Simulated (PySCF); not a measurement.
## Computed properties of CLiN, SMILES [Li][C][N]

CLiN, SMILES [Li][C][N] (connectivity only; charge and spin as stated), neutral, multiplicity 1. Geometry: B3LYP-D3(BJ)/def2-TZVPD. One conformer was computed; it need not be the lowest. All values are computed for the isolated molecule unless a solvent is named; none is compared with measurement here.

**Structure.** The optimised structure has C∞v symmetry. All 4 harmonic modes at B3LYP-D3(BJ)/def2-TZVPD (PySCF) are real, so it is a minimum. With heavy atoms numbered as in [Li:1][C:2][N:3], the shortest bond between them is C2–N3 at 1.160 Å and the longest Li1–C2 at 1.908 Å.

**Vibrations.** The strongest infrared lines (harmonic, unscaled, degenerate partners summed) lie at 638 cm⁻¹ (128 km/mol, Li 79 %, N 13 %), 172 cm⁻¹ (68 km/mol, C 63 %, N 21 %, Li 16 %), 2237 cm⁻¹ (10 km/mol, C 56 %, N 44 %). The softest mode is at 172 cm⁻¹ and the zero-point energy is 4.6 kcal/mol.

**Electronic structure.** PBE0/def2-TZVPD (PySCF) places the frontier levels at -7.83 and -1.44 eV, a gap of 6.39 eV, and gives a dipole moment of 9.15 D and a mean polarisability of 24.1 bohr³. PBE/def2-TZVPD (PySCF) at the same geometry gives -6.20 and -1.91 eV, so its gap is 2.10 eV narrower. An orbital gap is neither the optical nor the fundamental gap.

**Excitations.** TDA-PBE0/def2-TZVPD (PySCF) has S1 at 5.42 eV (229 nm, f = 0.027, weak); the most intense of the 10 singlets computed lies at 7.15 eV (f = 0.12). Strengths of degenerate partners are summed. T1 (TDA) is at 5.23 eV, 0.19 eV under S1. TDA-PBE/def2-TZVPD (PySCF) puts S1 at 4.32 eV. No vertical singlet excitation falls in the visible range (under 3.1 eV).

**NMR.** GIAO shifts at HF/pcSseg-2 (PySCF) (non-relativistic, atoms alike by connectivity averaged): ¹³C at 156.8 ppm against TMS.
